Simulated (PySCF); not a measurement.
Isomers of C4H13NSi4, from PBE0-D3(BJ)/def2-SVP geometry optimisation, gas phase in PySCF 2.14.0. One conformer each, no zero-point energy, no frequencies.

Question: Which is lowest in electronic energy at this level?
A. `[CH:1]#[C:2][Si:3]1([N:4]([CH3:5])[CH3:6])[SiH2:7][SiH2:8][SiH2:9]1` with C2–Si3–N4–C5 -36°: A = 1031, B = 622.1, C = 554.3 MHz, dipole 1.39 D
B. `[SiH3]N([SiH3])C1=C[SiH2]C=C[SiH2]1`: A = 1352, B = 575.4, C = 420.5 MHz, dipole 0.59 D
C. `[SiH3:1][SiH2:2][SiH2:3][SiH2:4][n:5]1[cH:6][cH:7][cH:8][cH:9]1` with Si1–Si2–Si3–Si4 -104°, Si2–Si3–Si4–N5 32°, Si3–Si4–N5–C6 48°: A = 944.3, B = 766.8, C = 500.1 MHz, dipole 1.21 D

Answer: C. That is `[SiH3][SiH2][SiH2][SiH2]n1cccc1`, 13.0 kcal/mol below the next.

```csv
SMILES,mapped SMILES,E (Eh),relative (kcal/mol),relative (kJ/mol),dipole (D)
[SiH3][SiH2][SiH2][SiH2]n1cccc1,[SiH3:1][SiH2:2][SiH2:3][SiH2:4][n:5]1[cH:6][cH:7][cH:8][cH:9]1,-1371.73813,0.0,0.0,1.21
[SiH3]N([SiH3])C1=C[SiH2]C=C[SiH2]1,[SiH3:1][N:2]([SiH3:3])[C:4]1=[CH:5][SiH2:6][CH:7]=[CH:8][SiH2:9]1,-1371.71744,13.0,54.3,0.59
C#C[Si]1(N(C)C)[SiH2][SiH2][SiH2]1,[CH:1]#[C:2][Si:3]1([N:4]([CH3:5])[CH3:6])[SiH2:7][SiH2:8][SiH2:9]1,-1371.67591,39.0,163.4,1.39
```

As drawn, the lowest has an aromatic ring, which the highest lacks; the highest has a four-membered ring, a C≡C bond and an Si–C bond, which the lowest lacks.
